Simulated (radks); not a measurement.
Values are calculated unless marked as measured or tabulated.
Species: In4+. Configuration: [Kr] 4d9. Code: a radial shooting solver on a logarithmic mesh with Libxc functionals. Model: Dirac Kohn-Sham, relativistic LDA (MacDonald-Vosko exchange, VWN5 correlation), spin-unpolarised, spherical densities, finite nucleus; open shells fill j = l - 1/2 first; Fermi nuclear charge, rms radius 4.6156 fm.

Normalised radial functions P(r) = r R(r) (large component), r in bohr:

| r | 4p3/2 |
|---|---|
| 0.001967 | 0.0023 |
| 0.002236 | 0.0030 |
| 0.002541 | 0.0038 |
| 0.002888 | 0.0049 |
| 0.003309 | 0.0063 |
| 0.003761 | 0.0080 |
| 0.004274 | 0.0102 |
| 0.004897 | 0.0132 |
| 0.005566 | 0.0166 |
| 0.006326 | 0.0210 |
| 0.007247 | 0.0269 |
| 0.008237 | 0.0337 |
| 0.009362 | 0.0422 |
| 0.01064 | 0.0526 |
| 0.01219 | 0.0661 |
| 0.01385 | 0.0816 |
| 0.01575 | 0.1002 |
| 0.01804 | 0.1236 |
| 0.0205 | 0.1495 |
| 0.0233 | 0.1792 |
| 0.0267 | 0.2148 |
| 0.03035 | 0.2518 |
| 0.03449 | 0.2910 |
| 0.0392 | 0.3309 |
| 0.04491 | 0.3714 |
| 0.05104 | 0.4042 |
| 0.05801 | 0.4274 |
| 0.06646 | 0.4360 |
| 0.07554 | 0.4230 |
| 0.08585 | 0.3838 |
| 0.09836 | 0.3086 |
| 0.1118 | 0.2038 |
| 0.1271 | 0.0679 |
| 0.1444 | -0.0926 |
| 0.1654 | -0.2758 |
| 0.188 | -0.4404 |
| 0.2137 | -0.5738 |
| 0.2448 | -0.6533 |
| 0.2783 | -0.6468 |
| 0.3163 | -0.5471 |
| 0.3624 | -0.3386 |
| 0.4118 | -0.0615 |
| 0.4681 | 0.2627 |
| 0.532 | 0.5918 |
| 0.6095 | 0.8955 |
| 0.6927 | 1.0964 |
| 0.7873 | 1.1898 |
| 0.902 | 1.1682 |
| 1.025 | 1.0525 |
| 1.165 | 0.8761 |
| 1.335 | 0.6621 |
| 1.517 | 0.4685 |
| 1.724 | 0.3046 |
| 1.96 | 0.1805 |
| 2.245 | 0.0925 |
| 2.552 | 0.0438 |
| 2.9 | 0.0182 |
| 3.323 | 0.0061 |
| 3.777 | 0.0018 |

4p3/2: eigenvalue -123.70 eV, 2 radial nodes at r = 0.134, 0.422 bohr, <r> = 0.922 bohr, 90 % of the charge inside 1.36 bohr.
